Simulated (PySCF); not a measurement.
Spin-orbit coupling and the third ionisation energy along the 4p block

Two-component X2C-1e calculated with PySCF 2.14: MP2 on generalised Hartree-Fock spinors (GMP2), with spin-orbit coupling off and on (screened by Boettger's factors); no Breit or QED terms. Values in eV; the references (NIST) lie between the lowest levels. Elements whose determinants are no pure J levels are left out.

```json
{"element": "Ga (x2c-SVPall-2c, [Ne] frozen)", "configurations": "[Ar] 3d10 4s1 → [Ar] 3d10", "spin-free": "29.835", "with spin-orbit": "29.835", "shift": "0.000", "reference": "30.726"}
{"element": "Ge (x2c-SVPall-2c, [Ne] frozen)", "configurations": "[Ar] 3d10 4s2 → [Ar] 3d10 4s1", "spin-free": "33.147", "with spin-orbit": "33.147", "shift": "0.001", "reference": "34.058"}
{"element": "As (x2c-SVPall-2c, [Ne] frozen)", "configurations": "[Ar] 3d10 4s2 4p1 → [Ar] 3d10 4s2", "spin-free": "27.783", "with spin-orbit": "28.031", "shift": "0.249", "reference": "28.349 ± 0.012"}
{"element": "Kr (x2c-SVPall-2c, [Ne] frozen)", "configurations": "[Ar] 3d10 4s2 4p4 → [Ar] 3d10 4s2 4p3", "spin-free": "34.830", "with spin-orbit": "35.079", "shift": "0.249", "reference": "35.838 ± 0.02"}
```

The largest shift is at As, 0.249 eV, where spin-orbit coupling lowers the species with more electrons by more than the one with fewer (starting occupations 4p1/2^1 and closed).

What remains against the references is mostly the basis and correlation beyond MP2.
